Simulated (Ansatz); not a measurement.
Start from `OB(Cl)Cl` and change one atom or group to get `OB([SiH3])Cl`.

Ansatz, PBE0-D4/def2-TZVP geometries, multiplicity 1. Each molecule was computed in one conformer, which needn't be the lowest.

| property | `OB(Cl)Cl` |
| --- | --- |
| HOMO–LUMO gap (PBE/def2-TZVPP) / eV | 6.26 |
| HOMO–LUMO gap (PBE0/def2-TZVPP) / eV | 8.71 |
| LUMO energy (PBE/def2-TZVPP) / eV | -1.37 |
| size of the dipole moment (ωB97M-V/def2-TZVPP) / D | 1.79 |
| HOMO energy (ωB97M-V/def2-TZVPP) / eV | -11.35 |
| HOMO–LUMO gap (ωB97M-V/def2-TZVPP) / eV | 13.15 |

Question: Give the same properties after the change, and the shifts. (Estimate.)

Answer: Computed: 
```
                                          property  `OB([SiH3])Cl`  shift
               HOMO–LUMO gap (PBE/def2-TZVPP) / eV            5.13  -1.13
              HOMO–LUMO gap (PBE0/def2-TZVPP) / eV            7.33  -1.38
                 LUMO energy (PBE/def2-TZVPP) / eV           -2.03  -0.66
size of the dipole moment (ωB97M-V/def2-TZVPP) / D            1.35  -0.44
             HOMO energy (ωB97M-V/def2-TZVPP) / eV          -10.56   0.79
           HOMO–LUMO gap (ωB97M-V/def2-TZVPP) / eV           11.51  -1.64
```

With PBE0 the HOMO rises by 0.65 eV and the LUMO falls by 0.72 eV, so the gap narrows by about 1.37 eV. PBE moves the HOMO by 0.46 eV and ωB97M-V by 0.79 eV. The zero-point energy changes by 61.0 kJ/mol with +9 modes. Dipoles are sizes alone; their direction can turn.
